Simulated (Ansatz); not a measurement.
The same silylene extrusion along the group C, Si, Ge.

Calculated with Ansatz (gas phase, PBE0-D4/def2-TZVP geometries, no zero-point term in ΔE). CCSD(T)/CBS is the MP2 limit (def2-TZVPP, def2-QZVPP) plus CCSD(T) − MP2 in def2-TZVPP, frozen cores. This one scheme is used for every species. For Ge outer-core shells are correlated without core-valence functions, which leaves a few kJ/mol of doubt a bond. Scalar relativity is left out up to krypton.

Task: Order these by ΔE at CCSD(T)/CBS, lowest first. (An estimate is asked.)
A. `[F][GeH]([Cl])[GeH3]` → `[Cl][GeH3]` + `[F][GeH]`
B. `CC(F)Cl` → `CCl` + `[CH]F`
C. `F[SiH]([SiH3])Cl` → `[SiH3]Cl` + `F[SiH]`

Result: A (+154.8 kJ/mol), C (+208.9 kJ/mol), B (+393.1 kJ/mol).

Largest T1 diagnostic: 0.018, for `[CH]F`.
